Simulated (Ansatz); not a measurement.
`FC(F)(F)CC(F)(F)Cl` at its PBE0-D4/def2-TZVP geometry, where that method's forces vanish. Charge 0, multiplicity 1.

```xyz
11

F     0.6158   -1.9671   -0.1008
C     1.0435   -0.7563    0.2561
F     1.0148   -0.6900    1.5868
F     2.3249   -0.6594   -0.1257
C     0.2605    0.3614   -0.3993
C    -1.1766    0.5622    0.0358
F    -1.2552    0.8552    1.3380
F    -1.6620    1.6212   -0.6360
Cl   -2.2260   -0.8208   -0.2957
H     0.2767    0.1983   -1.4766
H     0.7837    1.2953   -0.1826
```

Task: What forces (eV/Å) does B3LYP-D4/def2-TZVPP give on these atoms in Ansatz 0.2.0? (Estimate.)

Result: Computed: 
```
F1  -0.149 -0.412 -0.120
C2  -0.147  0.205 -0.121
F3  -0.014  0.023  0.455
F4   0.441  0.031 -0.129
C5   0.120  0.173 -0.177
C6   0.194 -0.138 -0.098
F7  -0.012  0.107  0.443
F8  -0.156  0.371 -0.226
Cl9 -0.255 -0.320 -0.072
H10  0.008  0.021  0.070
H11 -0.030 -0.060 -0.024
```

B3LYP here is the variant with VWN-RPA as its local correlation; programs differ in this.
